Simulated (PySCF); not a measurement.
Compound: CH6ClFPSi2 (doublet state).
Structure used (GFN2-xTB), in Å, numbered top down from 1:
```xyz
12
CH6ClFPSi2 angstrom
F     -3.012    0.646   -0.887
C     -2.186    0.695    0.180
Cl    -1.877    2.306    0.656
Si    -0.967   -0.689    0.451
Si     0.942   -0.528   -0.919
P      2.716    0.434    0.061
H     -0.634   -0.575    1.876
H     -1.737   -1.908    0.207
H      0.703    0.267   -2.130
H      1.408   -1.851   -1.360
H      2.634   -0.293    1.236
H      2.012    1.496    0.603
```

The hyperfine couplings belong to this conformer and change with its torsions.

As a line formula: `F[C](Cl)[SiH2][SiH2]P` [radical].

Theory: UKS B3LYP, pcH-1 on C Cl F H P Si, non-relativistic, mean-field spin-orbit, GIAO (PySCF 2.14.0). Isolated species at its GFN2-xTB geometry (one conformer only). Couplings are sensitive to structure, and on GFN2-xTB geometries they can be far from those on DFT ones. Stability of the SCF solution: not tested.

**Question.** Give the principal g shifts and their parts.

**Answer.** 
| Δg (ppt) | 1 | 2 | 3 |
| --- | --- | --- | --- |
| relativistic mass correction | -0.22 | -0.22 | -0.22 |
| gauge correction | 0.00 | 0.02 | 0.01 |
| orbital Zeeman/spin–orbit | -0.83 | 4.86 | 9.35 |
| total | -1.04 | 4.66 | 9.14 |

So g = 2.00128, 2.00698, 2.01146 and g_iso = 2.00657; the tensor is rhombic: the two nearest values differ by 44 % of g3 − g1. Axes: g3 points within 5° of the F1–C2 bond.

**Question.** What are the electron Larmor frequencies g μB B/h along the three axes at 340 mT?

**Answer.** 9.5235, 9.5506, 9.5720 GHz for g1, g2 and g3, a range of 48.5 MHz.

**Question.** How much does each term add to the isotropic shift?

**Answer.** The orbital-Zeeman/spin–orbit term 4.46, the mass correction -0.22 and the gauge correction 0.01 ppt, for a total of 4.25 ppt. The orbital-Zeeman/spin–orbit term is the largest in size. The mass correction is the same along every axis, so the anisotropy comes from the other two: their spans along these axes are 0.01 (gauge) and 10.18 ppt (orbital Zeeman/spin–orbit).

**Question.** In a frozen sample, at which fields do the three g values resonate at 9.5, 34, 94 and 263 GHz (hyperfine left aside), and which band first spreads them over more than twice a line width of 0.3 mT?

**Answer.** 
```
band    GHz  B(g3) mT  B(g2) mT  B(g1) mT  spread mT
   X    9.5    337.44    338.20    339.16       1.72
   Q   34.0   1207.69   1210.39   1213.84       6.14
   W   94.0   3338.92   3346.37   3355.90      16.99
   J  263.0   9341.86   9362.71   9389.39      47.53
```

The spread grows in proportion to the frequency. X band is the first where it exceeds 0.6 mT.

The Mulliken spin populations are largest on C2 (+0.80), Cl3 (+0.08) and F1 (+0.06). No atom but C2 exceeds +0.15. The angles at C2 add up to 353.4°, so it is slightly pyramidal.

The HOMO–LUMO gaps are 5.14 eV among the α and 4.74 eV among the β orbitals.
